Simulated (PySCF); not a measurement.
Compound: C3H9NSi.
Numbering: `[CH3:1][NH:2][SiH:3]1[CH2:4][CH2:5]1` (hydrogens: H6, H7, H8 on C1; H9 on N2; H10 on Si3; H11, H12 on C4; H13, H14 on C5)

A GFN2-xTB structure was refined with PBE0-D3(BJ)/def2-SVP geometry optimisation, gas phase (PySCF). Its GFN2-xTB values:

```json
{"coordinate": "C1–N2", "GFN2-xTB": "1.417 Å"}
{"coordinate": "C1–H6", "GFN2-xTB": "1.128 Å"}
{"coordinate": "N2–Si3", "GFN2-xTB": "1.708 Å"}
{"coordinate": "N2–H9", "GFN2-xTB": "0.989 Å"}
{"coordinate": "Si3–C4", "GFN2-xTB": "1.921 Å"}
{"coordinate": "Si3–H10", "GFN2-xTB": "1.443 Å"}
{"coordinate": "C4–C5", "GFN2-xTB": "1.546 Å"}
{"coordinate": "C4–H11", "GFN2-xTB": "1.051 Å"}
{"coordinate": "C4–H12", "GFN2-xTB": "1.094 Å"}
{"coordinate": "C1–N2–Si3", "GFN2-xTB": "122.4°"}
{"coordinate": "N2–Si3–C4", "GFN2-xTB": "116.8°"}
{"coordinate": "Si3–C4–C5", "GFN2-xTB": "65.0°"}
{"coordinate": "C4–Si3–C5", "GFN2-xTB": "47.8°"}
{"coordinate": "C1–N2–Si3–C4", "GFN2-xTB": "95°"}
{"coordinate": "N2–Si3–C4–C5", "GFN2-xTB": "100°"}
```

Question: How do these coordinates change at the PBE0-D3(BJ)/def2-SVP level?

Answer: 
| coordinate | PBE0-D3(BJ)/def2-SVP (Å or °) | change |
| --- | --- | --- |
| Si3–C4 | 1.854 | -0.067 |
| Si3–H10 | 1.489 | +0.046 |
| C4–H11 | 1.096 | +0.045 |
| C1–N2 | 1.445 | +0.028 |
| N2–H9 | 1.014 | +0.025 |
| C1–H6 | 1.107 | -0.021 |
| N2–Si3 | 1.721 | +0.013 |
| C4–H12 | 1.096 | +0.002 |
| C4–C5 | 1.547 | +0.001 |
| C1–N2–Si3 | 125.2 | +2.8 |
| N2–Si3–C4 | 118.3 | +1.5 |
| C4–Si3–C5 | 49.3 | +1.5 |
| Si3–C4–C5 | 65.3 | +0.3 |
| C1–N2–Si3–C4 | 74 | -21 |
| N2–Si3–C4–C5 | 105 | +5 |

The energy falls by 5.8 kcal/mol over 10 energy and gradient evaluations, the largest force component goes from 0.0384 to 3.3e-04 Eh/bohr, and the atoms move by 0.149 Å rms after alignment. The bond that changes most is Si3–C4 (SiH silicon to sp3 carbon bound to silicon), which shortens by 0.067 Å. Bonds longer at the end by more than 0.005 Å: 8 of 14; shorter: 3. Among the dihedrals that turn most is C1–N2–Si3–C4, from 95° to 74°. Rotational constants go from 9656, 2277, 2198 to 9247, 2325, 2198 MHz.

The run used 119 basis functions and 62 SCF cycles in all. Time: 48 s; peak memory 0.51 GiB. Hardware: Arm Neoverse V1, one thread, shared host with 64 logical CPUs at a one-minute load of 37.

No PBE0-D3(BJ)/def2-SVP frequencies stand behind this structure, so it isn't proved a minimum. One conformer, not necessarily the lowest.
